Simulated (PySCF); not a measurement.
**Atomic charges by several schemes**

Compound: H₈O₄Si₄.
Structure used (PBE0-D3(BJ)/def2-SVP), in Å, numbered top down from 1:
```xyz
16
H8O4Si4 angstrom
O     -0.588   -1.744    0.543
Si     0.963   -1.739    1.094
O      1.802   -0.475    0.452
Si     2.031    0.981   -0.281
O      0.587    1.717   -0.575
Si    -1.046    1.908   -0.662
O     -1.809    0.467   -0.438
Si    -1.954   -1.150   -0.160
H      1.618   -3.002    0.669
H      0.946   -1.603    2.575
H      2.725    0.758   -1.576
H      2.829    1.849    0.623
H     -1.389    2.426   -2.012
H     -1.478    2.846    0.407
H     -2.163   -1.846   -1.458
H     -3.097   -1.366    0.764
```

Density: PBE0/pcSseg-1 (PySCF); schemes: Mulliken, IAO, Hirshfeld and ESP-fitted. Isolated species at its PBE0-D3(BJ)/def2-SVP geometry (one conformer only).

Task: Atoms with like bonding are taken together and averaged. At which atom do the 4 schemes differ most?

Result: At Si2/Si4/Si6/Si8: from +0.469 (Hirshfeld) to +1.201 e (IAO), 0.732 e apart.

Task: Do the Mulliken, IAO, Hirshfeld and ESP-fitted schemes agree on where the charge is lowest?

Result: All schemes agree: Mulliken O1/O3/O5/O7 (-0.747); IAO O1/O3/O5/O7 (-0.879); Hirshfeld O1/O3/O5/O7 (-0.310); ESP-fitted O1/O3/O5/O7 (-0.421).

Task: For which atoms does the sign change between the 4 schemes (beyond +0.03 e in one, beyond −0.03 e in another)?

Result: For none.

Task: Give the atomic charges in each scheme.

Result: In e; atoms taken as equivalent share a row and are averaged (×n: the atom named and its like, n in all):

```tsv
atom	environment	Mulliken	IAO	Hirshfeld	ESP-fitted
O1/O3/O5/O7	siloxane oxygen	-0.747	-0.879	-0.310	-0.421
Si2/Si4/Si6/Si8	oxygen-bound silicon	+1.036	+1.201	+0.469	+0.672
H9 (×8)	Si–H hydrogen	-0.145	-0.161	-0.080	-0.126
```

Mean size of the charges over all atoms: IAO 0.600 e, Mulliken 0.518 e, ESP-fitted 0.336 e, Hirshfeld 0.234 e. Each set sums to the total charge, 0, to within 0.001 e. The IAO scheme projects the occupied orbitals on a minimal set of polarised atomic orbitals and counts the electrons in each atom's part of it.

Task: Sum the charges by element.

Result: 
```tsv
element	atoms	Mulliken	IAO	Hirshfeld	ESP-fitted
O	4	-2.987	-3.516	-1.238	-1.684
Si	4	+4.143	+4.803	+1.875	+2.690
H	8	-1.157	-1.286	-0.637	-1.006
```

Task: How many electrons does the Hirshfeld scheme count on Si6?

Result: Its own charge is +0.469 e, so Z − q = 13.531.
